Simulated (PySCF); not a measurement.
H$_{3}$Al, triplet, at a GFN2-xTB geometry of the parent state (such geometries of metal compounds can be far from the true shape) (a higher spin typed on purpose: for a closed-shell molecule this is an excited state); HF/def2-TZVP in PySCF.

Input for PySCF:
```python
from pyscf import gto, scf

mol = gto.M(
    atom='''
Al   -0.12972065   -0.01446946    0.05836432
H     1.19133358   -0.37622840    1.03675527
H     0.28965596    1.51791039   -0.49772732
H     0.20537886   -0.95357897   -1.29776411
''',
    basis='def2-tzvp',
    spin=2,
    verbose=4,
)

mf = scf.UHF(mol)
mf.kernel()
```

It wrote (shortened):

```
PySCF version 2.14.0

[INPUT] verbose = 4
[INPUT] num. atoms = 4
[INPUT] num. electrons = 16
[INPUT] charge = 0
[INPUT] spin (= nelec alpha-beta = 2S) = 2
[INPUT] symmetry False subgroup None
[INPUT] Mole.unit = angstrom
[INPUT] Symbol           X                Y                Z      unit          X                Y                Z       unit  Magmom
[INPUT]  1 Al    -0.129720650000  -0.014469460000   0.058364320000 AA   -0.245136501201  -0.027343316570   0.110292580246 Bohr   0.0
[INPUT]  2 H      1.191333580000  -0.376228400000   1.036755270000 AA    2.251294189198  -0.710968636283   1.959183518500 Bohr   0.0
[INPUT]  3 H      0.289655960000   1.517910390000  -0.497727320000 AA    0.547370434748   2.868434918732  -0.940568319514 Bohr   0.0
[INPUT]  4 H      0.205378860000  -0.953578970000  -1.297764110000 AA    0.388109797175  -1.802003091445  -2.452418742190 Bohr   0.0

nuclear repulsion = 12.8716086007018
number of shells = 25
number of NR pGTOs = 87
number of NR cGTOs = 55
basis = def2-tzvp
ecp = {}

******** <class 'pyscf.scf.uhf.UHF'> ********
method = UHF
initial guess = minao
damping factor = 0
level_shift factor = 0
DIIS = <class 'pyscf.scf.diis.CDIIS'>
diis_start_cycle = 1
diis_space = 8
diis_damp = 0
SCF conv_tol = 1e-09
SCF conv_tol_grad = None
SCF max_cycles = 50
direct_scf = True
direct_scf_tol = 1e-13
number electrons alpha = 9  beta = 7
Set gradient conv threshold to 3.16228e-05
init E= -243.157092401146

cycle= 1 E= -243.452277766694  delta_E= -0.295  |g|= 0.156  |ddm|=    1
cycle= 2 E= -243.486459227195  delta_E= -0.0342  |g|= 0.0606  |ddm|= 0.277
cycle= 3 E= -243.493595721212  delta_E= -0.00714  |g|= 0.0285  |ddm|= 0.117
cycle= 4 E= -243.495690905277  delta_E= -0.0021  |g|= 0.0122  |ddm|= 0.0671
cycle= 5 E= -243.496278521875  delta_E= -0.000588  |g|= 0.00681  |ddm|= 0.0339
cycle= 6 E= -243.496548673349  delta_E= -0.00027  |g|= 0.00512  |ddm|= 0.0233
cycle= 7 E= -243.496765982084  delta_E= -0.000217  |g|= 0.00428  |ddm|= 0.0226
cycle= 8 E= -243.496999003071  delta_E= -0.000233  |g|= 0.00375  |ddm|= 0.0258
cycle= 9 E= -243.497222937677  delta_E= -0.000224  |g|= 0.00329  |ddm|= 0.0261
cycle= 10 E= -243.497574329765  delta_E= -0.000351  |g|= 0.00215  |ddm|= 0.0533
cycle= 11 E= -243.49765136481  delta_E= -7.7e-05  |g|= 0.0018  |ddm|= 0.0209
cycle= 12 E= -243.497710520161  delta_E= -5.92e-05  |g|= 0.00142  |ddm|= 0.0365
cycle= 13 E= -243.497713350101  delta_E= -2.83e-06  |g|= 0.000447  |ddm|= 0.00871
cycle= 14 E= -243.497715673948  delta_E= -2.32e-06  |g|= 0.000278  |ddm|= 0.00776
cycle= 15 E= -243.497715900432  delta_E= -2.26e-07  |g|= 4.64e-05  |ddm|= 0.0014
cycle= 16 E= -243.497715914701  delta_E= -1.43e-08  |g|= 2.09e-05  |ddm|= 0.000253
cycle= 17 E= -243.497715918218  delta_E= -3.52e-09  |g|= 1.36e-05  |ddm|= 0.000264
cycle= 18 E= -243.497715919231  delta_E= -1.01e-09  |g|= 4.28e-06  |ddm|= 0.000104
cycle= 19 E= -243.497715919344  delta_E= -1.12e-10  |g|= 2.26e-06  |ddm|= 5.71e-05
Extra cycle  E= -243.497715919354  delta_E= -1.06e-11  |g|= 1.4e-06  |ddm|= 4e-06
converged SCF energy = -243.497715919354  <S^2> = 2.0173724  2S+1 = 3.0115594
```
